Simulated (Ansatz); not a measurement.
Consider the hydrogenolysis of a Ge–N bond: `[OH][Ge][N]([SiH3])[SiH3]` + H₂ → `[OH][GeH]` + `[SiH3]N[SiH3]`.

Gas-phase electronic energies from Ansatz, PBE0-D4/def2-TZVP geometries. CBS: MP2 limit from def2 TZ/QZ plus the TZ coupled-cluster correction, frozen cores. This one scheme is used for every species. DFT in def2-TZVPP. B3LYP here is the variant with VWN-RPA as its local correlation; programs differ in this. HSE06 is defined as in plane-wave codes. For Ge outer-core shells are correlated without core-valence functions, which leaves a few kJ/mol of doubt a bond. Scalar relativity is left out up to krypton. Each species was taken in one conformer, which may not be the lowest.

| level | ΔE (kcal/mol) | difference from CCSD(T)/CBS |
| --- | --- | --- |
| LDA (SPW92) | 19.0 | 0.6 |
| PBE-D4 | 18.5 | 0.1 |
| revPBE-D4 | 19.6 | 1.2 |
| BLYP-D4 | 19.3 | 0.9 |
| r2SCAN-D4 | 18.3 | -0.1 |
| B97M-V | 14.6 | -3.8 |
| PBE0-D4 | 16.8 | -1.6 |
| B3LYP-D4 | 17.6 | -0.8 |
| r2SCANh-D4 | 17.7 | -0.7 |
| r2SCAN0-D4 | 16.9 | -1.5 |
| HSE06-D4 | 16.8 | -1.6 |
| ωB97X-V | 15.7 | -2.7 |
| ωB97M-V | 16.4 | -2.0 |
| B2PLYP | 15.7 | -2.7 |
| PBE-QIDH | 16.7 | -1.7 |
| PBE | 15.4 | -3.0 |
| revPBE | 13.4 | -5.0 |
| BLYP | 13.1 | -5.3 |
| PBE0 | 14.1 | -4.3 |
| B3LYP | 12.6 | -5.8 |
| r2SCANh | 16.9 | -1.5 |
| r2SCAN0 | 16.0 | -2.4 |
| HSE06 | 14.2 | -4.2 |
| BHLYP | 11.5 | -6.9 |
| CAM-B3LYP | 12.8 | -5.6 |
| HF/def2-SVP | 7.0 | -11.4 |
| MP2/def2-SVP | 17.9 | -0.5 |
| CCSD/def2-SVP | 13.5 | -4.9 |
| CCSD(T)/def2-SVP | 15.3 | -3.1 |
| HF/def2-TZVPP | 7.4 | -11.0 |
| MP2/def2-TZVPP | 20.6 | 2.2 |
| SCS-MP2/def2-TZVPP | 17.9 | -0.5 |
| CCSD/def2-TZVPP | 15.2 | -3.2 |
| CCSD(T)/def2-TZVPP | 17.6 | -0.8 |
| HF/def2-QZVPP | 7.3 | -11.1 |
| MP2/def2-QZVPP | 21.0 | 2.6 |
| SCS-MP2/def2-QZVPP | 18.1 | -0.3 |
| HF/CBS(def2) | 7.3 | -11.1 |
| MP2/CBS(def2) | 21.4 | 3.0 |
| CCSD/CBS(def2) | 16.0 | -2.4 |
| CCSD(T)/CBS | 18.4 | 0 |

Largest T1 diagnostic among the species: 0.016.

At CCSD(T), def2-SVP lies −3.1 kcal/mol from the extrapolated value and def2-TZVPP −0.8 kcal/mol. From r2SCAN to r2SCAN0 (25 % exact exchange), in def2-TZVPP and without D4, ΔE moves by −1.6 kcal/mol. Leaving LDA and LC-ωPBE aside and taking each functional with its dispersion term where it has one, the values spread over 5.0 kcal/mol, from B97M-V to revPBE-D4. LDA lies +3.6 kcal/mol from PBE without D4.

CCSD(T)/CBS has its own doubt, a few kJ/mol and more with outer-core shells, so smaller differences from it don't rank the levels.
